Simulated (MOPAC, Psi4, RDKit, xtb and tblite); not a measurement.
Torsional profile of SMILES FC(F)(F)c1cc(ccc1)CC (C₉H₉F₃), singlet. Scanned: dihedral C1–C2–C3–C4; all other coordinates were relaxed at GFN2-xTB. Points at φ and −φ are mirror images.

Atom numbering (GFN2-xTB optimised geometry, Å):
```
21

C     -2.8326    -0.6087    -0.2916
C     -2.0400    -0.1690     0.9416
C     -0.6668     0.2837     0.5410
C     -0.4141     1.6157     0.2335
C      0.8409     2.0260    -0.1797
C      1.8717     1.1103    -0.2975
C      1.6234    -0.2214     0.0023
C      2.7207    -1.2415    -0.0890
F      3.2101    -1.5695     1.1251
F      2.3063    -2.3963    -0.6405
F      3.7706    -0.8314    -0.8149
C      0.3666    -0.6349     0.4211
H     -3.8282    -0.9370    -0.0038
H     -2.9277     0.2154    -0.9949
H     -2.3271    -1.4302    -0.7936
H     -1.9650    -1.0056     1.6381
H     -2.5685     0.6461     1.4389
H     -1.2112     2.3395     0.3222
H      1.0207     3.0647    -0.4111
H      2.8534     1.4205    -0.6194
H      0.1966    -1.6764     0.6517
```

- MMFF94 // GFN2-xTB (RDKit)
- GFN2-xTB (xtb and tblite)
- PBE/def2-SVP // GFN2-xTB (Psi4)
- PM6, restricted, heats of formation // GFN2-xTB (MOPAC)
- PM3, restricted, heats of formation // GFN2-xTB (MOPAC)
- PBE-D3(BJ)/def2-SVP // GFN2-xTB (Psi4)

Energies in kJ/mol, each method relative to its own lowest point.

```
φ / °  MMFF94  GFN2-xTB  PBE/def2-SVP  PM6  PM3  PBE-D3(BJ)/def2-SVP
-----  ------  --------  ------------  ---  ---  -------------------
-150      4.9       4.7           2.7  2.5  3.4                  2.7
-120      1.6       1.9           1.4  0.7  0.7                  1.5
-90       0.0       0.0           0.0  0.0  0.0                  0.0
-60       1.8       2.1           1.4  0.9  0.9                  1.5
-30       4.7       5.0           3.0  2.6  3.5                  3.2
0         5.0       5.1           2.0  3.3  4.1                  2.2
30        4.7       5.0           3.0  2.6  3.5                  3.2
60        1.8       2.1           1.4  0.9  0.9                  1.5
90        0.0       0.0           0.0  0.0  0.0                  0.0
120       1.6       1.9           1.4  0.7  0.7                  1.5
150       4.9       4.7           2.7  2.5  3.4                  2.7
180       5.5       4.7           1.2  3.4  4.1                  1.2
```

Root-mean-square difference from the PBE-D3(BJ)/def2-SVP profile, itself a level with limits, after the best constant shift (kJ/mol): MMFF94 1.3, GFN2-xTB 1.1, PBE/def2-SVP 0.1, PM6 0.8, PM3 1.0.
